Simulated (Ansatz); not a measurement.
Isolated molecules relaxed with PBE0-D4/def2-TZVP in Ansatz; ΔE leaves out vibrations. CCSD(T)/CBS is the MP2 limit (def2-TZVPP, def2-QZVPP) plus CCSD(T) − MP2 in def2-TZVPP, frozen cores. This one scheme is used for every species. Functionals use def2-TZVPP. B3LYP here is the variant with VWN-RPA as its local correlation; programs differ in this. HSE06 is defined as in plane-wave codes. One conformer a species, not always the lowest.

Consider the cleavage of the Si–B bond: `CB[SiH3]` + `[SH][AlH][SH]` → `[SiH3][S][AlH][SH]` + `BC`.

| level | ΔE (kcal/mol) | difference from CCSD(T)/CBS |
| --- | --- | --- |
| LDA (SPW92) | -15.5 | 3.6 |
| PBE-D4 | -16.5 | 2.6 |
| revPBE-D4 | -17.0 | 2.1 |
| BLYP-D4 | -17.6 | 1.5 |
| r2SCAN-D4 | -18.2 | 0.9 |
| PBE0-D4 | -17.7 | 1.4 |
| B3LYP-D4 | -18.5 | 0.6 |
| r2SCANh-D4 | -18.5 | 0.6 |
| r2SCAN0-D4 | -18.9 | 0.2 |
| HSE06-D4 | -17.7 | 1.4 |
| BHLYP-D4 | -20.1 | -1.0 |
| ωB97X-V | -18.1 | 1.0 |
| ωB97M-V | -19.1 | 0.0 |
| B2PLYP | -18.4 | 0.7 |
| PBE-QIDH | -19.2 | -0.1 |
| PBE | -15.5 | 3.6 |
| revPBE | -14.9 | 4.2 |
| BLYP | -15.5 | 3.6 |
| r2SCAN | -17.9 | 1.2 |
| PBE0 | -16.8 | 2.3 |
| B3LYP | -16.7 | 2.4 |
| r2SCANh | -18.2 | 0.9 |
| r2SCAN0 | -18.6 | 0.5 |
| HSE06 | -16.8 | 2.3 |
| BHLYP | -18.2 | 0.9 |
| CAM-B3LYP | -17.0 | 2.1 |
| HF/def2-SVP | -18.4 | 0.7 |
| MP2/def2-SVP | -18.6 | 0.5 |
| CCSD/def2-SVP | -16.2 | 2.9 |
| CCSD(T)/def2-SVP | -16.3 | 2.8 |
| HF/def2-TZVPP | -19.3 | -0.2 |
| MP2/def2-TZVPP | -21.0 | -1.9 |
| SCS-MP2/def2-TZVPP | -20.2 | -1.1 |
| CCSD(T)/def2-TZVPP | -18.2 | 0.9 |
| HF/def2-QZVPP | -19.4 | -0.3 |
| MP2/def2-QZVPP | -21.6 | -2.5 |
| SCS-MP2/def2-QZVPP | -20.8 | -1.7 |
| HF/CBS(def2) | -19.4 | -0.3 |
| MP2/CBS(def2) | -22.0 | -2.9 |
| CCSD/CBS(def2) | -18.8 | 0.3 |
| CCSD(T)/CBS | -19.1 | 0 |

Largest T1 diagnostic among the species: 0.012.

From BLYP to BHLYP (50 % exact exchange), in def2-TZVPP and without D4, ΔE moves by −2.8 kcal/mol. At CCSD(T), def2-SVP lies +2.8 kcal/mol from the extrapolated value and def2-TZVPP +0.9 kcal/mol. The D4 term adds −1.8 kcal/mol with B3LYP and −1.0 kcal/mol with PBE0; it sums over pairs of atoms, weighted by their polarisabilities, and B3LYP, whose exchange is more repulsive, gets the larger term.
